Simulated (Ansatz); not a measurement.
Isolated molecules relaxed with PBE0-D4/def2-TZVP in Ansatz; ΔE leaves out vibrations. CCSD(T)/CBS is the MP2 limit (def2-TZVPP, def2-QZVPP) plus CCSD(T) − MP2 in def2-TZVPP, frozen cores. Each species was taken in one conformer, which may not be the lowest.

Reaction (formal exchange of groups at the Si–O bond): `N[SiH](O)[Si](N)(O)O` + `CCCCCCC` → `N[Si@H](O)[Si@H](N)O` + `CCCCCCCO`

```json
{"level": "SCS-MP2/def2-TZVPP", "ΔE (kcal/mol)": "51.0"}
{"level": "HF/CBS(def2)", "ΔE (kcal/mol)": "51.9"}
```

Q: What does CCSD(T)/CBS give? (Best estimate.)

A: Computed: +51.2 kcal/mol. The listed levels differ from it by -0.2, 0.7 kcal/mol.

Largest T1 diagnostic among the species: 0.012.

From PBE to PBE0 (25 % exact exchange), in def2-TZVPP and without D4, ΔE moves by +1.4 kcal/mol.
